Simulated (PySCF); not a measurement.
**Computed structure and properties of [Dy(SH)4]−**

System: [Dy(SH)4]− (singlet in the valence; each metal's 4f electrons, 9 of them, lie in its core potential, out of spins and levels; a saddle point, relaxed within its symmetry); start: displaced along the imaginary mode (S4). Method: PySCF 2.14.0, RKS PBE0, Dy lcecp-1-SVP with ECP55, S def2-SVP, H def2-SVP; non-relativistic Hamiltonian with scalar-relativistic core potentials where named; density fitting; no spin-orbit coupling.

Input of the relaxation:

```python
mol = gto.M(atom='''
Dy     0.00000    -0.00000     0.00007
S      1.52745     1.66531     1.39218
H      2.54364     0.73809     1.33290
S     -1.52745    -1.66531     1.39218
H     -2.54364    -0.73809     1.33290
S      1.66539    -1.52724    -1.39221
H      0.73669    -2.54096    -1.33798
S     -1.66539     1.52724    -1.39221
H     -0.73669     2.54096    -1.33798''',
    basis={'Dy': 'lcecp-1-SVP', 'S': 'def2-SVP', 'H': 'def2-SVP'},
    ecp={'Dy': 'lcecp-1-SVP'},
    charge=-1, spin=0)
mf = dft.RKS(mol, xc='PBE0')
mf.grids.atom_grid = (50, 194)  # f atoms: unpruned, at least (60, 302)
mf = mf.density_fit()  # fitting sets: Dy AutoAux, S def2-universal-JKFIT, H def2-universal-JKFIT
mf.conv_tol = 1e-08; mf.max_cycle = 55
mf.kernel(dm0)  # dm0: converged density of the start geometry
# quasi-Newton relaxation in Cartesian coordinates to a largest gradient under 0.00045 Eh/bohr, steps kept in the point group
```

Run from Python with OMP_NUM_THREADS=2; the lines above give its settings. Where DIIS fails, smearing, a level shift and second-order steps follow.
It took 39 s on 2 threads of Arm Neoverse V2, on a shared host, from the converged density of the start.

Course of the relaxation:

```csv
step,energy above end (eV),largest force component within the symmetry (eV/Å)
0,0.0283,0.403
1,0.0052,0.057
2,0.0044,0.008
3,0.0041,0.016
4,0.0000,0.168
5,0.0000,0.020
```

Relaxed geometry (S4):

```xyz
9

Dy    0.0000    0.0000    0.0000
S     1.5576    1.6459    1.3801
H     2.5852    0.7813    1.2038
S    -1.5576   -1.6459    1.3801
H    -2.5852   -0.7813    1.2038
S     1.6464   -1.5569   -1.3802
H     0.7804   -2.5832   -1.2087
S    -1.6464    1.5569   -1.3802
H    -0.7804    2.5832   -1.2087
```

```csv
contact,Å
Dy1–S2 (SH),2.653
Dy1–S4 (SH),2.653
Dy1–S6 (SH),2.653
Dy1–S8 (SH),2.653
```

On the finer grid (75, 302):

| Quantity | Value |
| --- | --- |
| HOMO | -3.01 eV |
| LUMO | 3.07 eV |
| Dipole about the centre of mass | 0.00 D |
| Set of Mulliken populations of Dy1 outside the core potential | s 2.42, p 6.48, d 1.47, f 0.03 |
| D3(BJ) dispersion energy (not in the energies) | -0.296 eV |

```tsv
atom	Mulliken (e)	Löwdin (e)	spin (e)
Dy1	0.60	-0.54	0.00
S2	-0.49	-0.12	0.00
H3	0.08	0.01	0.00
S4	-0.49	-0.12	0.00
H5	0.08	0.01	0.00
S6	-0.49	-0.12	0.00
H7	0.08	0.00	0.00
S8	-0.49	-0.12	0.00
H9	0.08	0.00	0.00
```

The 4f levels lie in the core potential and are missing. Their spin isn't counted.

On the grid (50, 194), as all that follows. Harmonic modes: 1 unstable, so a saddle point once the symmetry is let go (counted below −25 cm⁻¹); lowest -76 cm⁻¹ (negative: unstable), highest 2694 cm⁻¹, zero-point energy 0.877 eV.

Taking off one SH (charge -1, singlet; the rest: singlet) in vacuum, both parts rigid, costs 4.63 eV; the small basis without counterpoise inflates it.

Rigid scan of SH along the line from its metal:

distance to S2 (Å), energy (eV) and a bar:
```
     2.35      0.496 #######
     2.45      0.194 ###
     2.55      0.043 #
     2.65      0.000 
     2.75      0.033 
     2.85      0.118 ##
     3.05      0.382 #####
     3.35      0.867 ############
     3.75      1.501 #####################
     4.25      2.158 ##############################
```

One start shape was tried, so this needn't be the lowest isomer.

An lcecp potential fixes the number of 4f electrons, so in runs with it no electron can move into or out of that shell.
